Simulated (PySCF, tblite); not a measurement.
Isomers of C6H12FO (doublet state). Calculated harmonic vibrations of the isolated species, GFN2-xTB (tblite), most abundant isotopes, no scaling. This tight-binding method is rough: wavenumbers can miss measured ones by several per cent, in bad cases by 10 to 20. One conformer each. Open shells enter through the occupations alone, without spin polarisation, and single modes of such species can be off by tens of per cent.

Electronic energies: B3LYP/pcH-1 single points on the GFN2-xTB geometries (PySCF, gas phase).

| SMILES | electronic energy, lowest = 0 (kJ/mol) |
| --- | --- |
| CO[C@@H](C)[CH]CCF | 38.4 |
| C[CH][C@@H](F)COCC | 20.7 |
| COC(C)(C)C[CH]F | 52.7 |
| [CH2]OC(C)(C)CCF | 23.2 |
| CC(C)([CH]O)CCF | 0.0 |

Question: How do GFN2-xTB zero-point energies change the relative energies?

Answer: 
```csv
SMILES,ZPE (kJ/mol),of it from modes above 1550 cm⁻¹,electronic (kJ/mol),"with ZPE, lowest = 0 (kJ/mol)",lowest mode (cm⁻¹),rings
CC(C)([CH]O)CCF,440.6,219.9,0.0,0.0,37,0
C[CH][C@@H](F)COCC,437.5,213.7,20.7,17.6,40,0
[CH2]OC(C)(C)CCF,439.1,218.1,23.2,21.7,63,0
CO[C@@H](C)[CH]CCF,438.1,213.5,38.4,35.9,12i,0
COC(C)(C)C[CH]F,438.7,214.9,52.7,50.7,71,0
```

The zero-point energies span 3.1 kJ/mol, from `C[CH][C@@H](F)COCC` to `CC(C)([CH]O)CCF`. Slightly imaginary modes are left out of the zero-point energy: `CO[C@@H](C)[CH]CCF` 12.3i cm⁻¹. The order is unchanged.

Question: And how do the electronic energies of GFN2-xTB itself compare?

Answer: `CC(C)([CH]O)CCF` 0.0; `C[CH][C@@H](F)COCC` 33.4; `[CH2]OC(C)(C)CCF` 16.3; `CO[C@@H](C)[CH]CCF` 38.8; `COC(C)(C)C[CH]F` 24.2 kJ/mol, lowest = 0. Against the energies above, taken from the same isomer `CC(C)([CH]O)CCF`, the largest difference is 28.5 kJ/mol.

Question: What do entropy and thermal enthalpy add at 298.15 K and 1 bar (rigid rotor, harmonic oscillator, one conformer each)?

Answer: 
| SMILES | point group | symmetry number | S (J/(mol K)) | H − H(0) (kJ/mol) | ZPE + H − H(0) − TS (kJ/mol) |
| --- | --- | --- | --- | --- | --- |
| CC(C)([CH]O)CCF | C1 | 1 | 428.4 | 30.64 | 343.5 |
| C[CH][C@@H](F)COCC | C1 | 1 | 437.9 | 30.75 | 337.7 |
| [CH2]OC(C)(C)CCF | C1 | 1 | 418.9 | 30.10 | 344.3 |
| COC(C)(C)C[CH]F | C1 | 1 | 407.4 | 29.08 | 346.3 |

S holds R ln(2S + 1) for the spin.

Not tabulated: `CO[C@@H](C)[CH]CCF` (lowest mode only 12i cm⁻¹).
